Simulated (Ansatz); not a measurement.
`[NH2][Ge][F]` + NH₃ → `[NH2][Ge][NH2]` + H–F at 600 K and 1 bar (ligand exchange at a Ge–F bond).

Program: Ansatz. Geometries: PBE0-D4/def2-TZVP. ΔE: electronic, gas phase. CBS: MP2 limit from def2 TZ/QZ plus the TZ coupled-cluster correction, frozen cores. This one scheme is used for every species. For Ge outer-core shells are correlated without core-valence functions, which leaves a few kJ/mol of doubt a bond. Scalar relativity is left out up to krypton. One conformer a species, not always the lowest.

| species | CCSD(T)/CBS energy (Eh) | H − E (kJ/mol) | S (J/(mol·K)) |
| --- | --- | --- | --- |
| `[NH2][Ge][F]` | -2231.86581 | 107.5 | 335.1 |
| NH₃ | -56.50880 | 112.4 | 219.5 |
| `[NH2][Ge][NH2]` | -2187.95575 | 177.8 | 359.1 |
| H–F | -100.39570 | 42.3 | 194.0 |

H − E and S are ideal-gas, rigid-rotor, harmonic terms from PBE0-D4/def2-TZVP, for one conformer and one mirror image of each species. 1 Eh = 2625.50 kJ/mol, R = 8.31446 J/(mol·K).

Question: By hand: ΔE, ΔH, ΔS and ΔG.

Answer: ΔE = (-2187.95575) + (-100.39570) − (-2231.86581) − (-56.50880) = 0.02316 Eh = 60.8 kJ/mol. Δ(H − E) = 177.8 + 42.3 − 107.5 − 112.4 = 0.2, so ΔH = 61.0 kJ/mol. ΔS = 359.1 + 194.0 − 335.1 − 219.5 = -1.5 J/(mol·K). ΔG = 61.0 − 600 × (-1.5)/1000 = 61.9 kJ/mol.

Question: By hand: the equilibrium constant, and the temperature at which ΔG would vanish if ΔH and ΔS stayed fixed.

Answer: log₁₀ K = −ΔG/(RT ln 10) = -5.4. ΔH and −TΔS have one sign here, so there is no such temperature.

The number of gas molecules stays the same, so ΔS is small and ΔH decides. A doubt of 5 kJ/mol in ΔE shifts log₁₀ K by 0.4 here. Other conformers and mirror images would add mixing entropy, several J/(mol·K) or more a flexible species. These are equilibria of isolated gas molecules and say nothing of rates. Largest T1 diagnostic: 0.014 (customary marks: 0.02 for closed shells, 0.045 for open ones).

ΔS is within the doubt of such terms, so its sign, and with it that verdict, could turn.
